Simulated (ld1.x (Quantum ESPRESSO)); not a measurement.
Nb: excitation energies, all-electron against TM

Nb (Z = 41), norm-conserving Troullier–Martins (Kleinman–Bylander form), made with ld1.x (Quantum ESPRESSO) 7.5 (revPBE, scalar-relativistic). Core [Ar] 3d10, reference 4s2 4p6 4d5 5s0 5p0. Waves: 4s (bound): rc 1.75 bohr; 4d (bound): rc 2.05 bohr; 4p (bound): rc 1.70 bohr. Local part: the p channel. Core correction: Bessel-smoothed model core inside 1.15 bohr.

Energies are relative to the spin-unpolarised reference configuration 4s2 4p6 4d5 5s0 5p0; without spin polarisation the order of configurations can differ from experiment. The frozen-core shift is the all-electron ΔE with the core orbitals held at their reference shape minus the fully relaxed ΔE.

```
valence configuration  charge  ΔE all-electron (eV)  error AE − PS (meV)  frozen-core shift (meV)
  4s2 4p6 4d4 5s0 5p0      +1                 5.285                 +1.3                     -0.8
  4s2 4p6 4d3 5s0 5p0      +2                19.238                 +7.3                     -2.2
  4s2 4p6 4d1 5s0 5p0      +4                80.728                  +66                     +1.6
  4s2 4p6 4d3 5s1 5p1       0                 1.555                 +415                     -4.4
  4s2 4p5 4d4 5s1 5p0      +1                38.465                 +518                      +13
  4s1 4p6 4d4 5s1 5p0      +1                62.716                 +469                      +18
```

**Question.** What are ΔE and the potential's error for 4s2 4p6 4d4 5s1 5p0?

**Answer.** ΔE = -1.240 eV all-electron; the error (AE − PS) is +283 meV.

A variational frozen-core shift is positive and of second order in the change. This column holds negative values, so the frozen-core run of ld1.x carries numerical noise or an error of first order here, and the column gives no more than the rough size of the effect.
